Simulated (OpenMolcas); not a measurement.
# Mn³⁺: Racah parameters, worked from levels

| Property | Result |
| --- | --- |
| Program | OpenMolcas 26.06 |
| Basis | ANO-RCC-VTZP [6s5p3d2f1g] |
| Scalar Hamiltonian | DKH2, point nucleus |
| Active space | 4 electrons in 5 orbitals (3d) |
| State averaging | 2S+1 = 5 even, 5 roots; 2S+1 = 3 even, 45 roots; 2S+1 = 1 even, 50 roots |
| Spin-orbit coupling | state interaction with AMFI integrals over the reference wave functions, term energies averaged over their components |

Methods: CASSCF; MS-CASPT2, IPEA 0.25 Eh, imaginary shift 0.1 Eh (closed shells correlated: 3s 3p). Measured levels: Corliss and Sugar, J. Phys. Chem. Ref. Data 6, 1253 (1977).

**Racah parameters.** Above ⁵D, d4 has ³G at 9B + 4C, ³H at 4B + 4C and ³D at 16B + 4C. The first two fix B and C, and the third tests them; where it misses by thousands of cm-1, two parameters do not describe the configuration (Trees and configuration-interaction terms are left out) and B and C hang on the terms chosen. Term energies are centres of gravity, weighted by 2J + 1.

| Source | ³G | ³H | B | C | C/B | ³D from B, C | ³D found |
| --- | --- | --- | --- | --- | --- | --- | --- |
| CASSCF | 29509 | 23316 | 1239 | 4590 | 3.70 | 38184 | 37978 |
| MS-CASPT2 | 25663 | 21246 | 883 | 4428 | 5.01 | 31840 | 31589 |
| measured | 25153 | 20960 | 839 | 4401 | 5.25 | 31028 | 30911 |

Energies in cm-1. From CASSCF to MS-CASPT2, B changes by -28.7 % and C by -3.5 %. Against the measured terms, MS-CASPT2 has B off by +5.2 % and C by +0.6 %.

CASPT2 breaks the degeneracy within a term, and the mean is taken; among the terms shown or strongly mixed into the levels shown the widest spread is 430 cm-1 (3d⁴ ³H, MS-CASPT2). Without dynamic correlation excited terms often stand tens of per cent too high (terms of higher spin than the ground term too low), and those without a measured partner can miss by more than the paired ones (holds for CASSCF). Measured partners are found by configuration, term and J. A level has none where our copy of the source lacks it or the pairing is in doubt (some pairs that miss far off the trend of their configuration count as doubtful), and it then counts in no deviation. Levels of configurations outside the active space are missing.
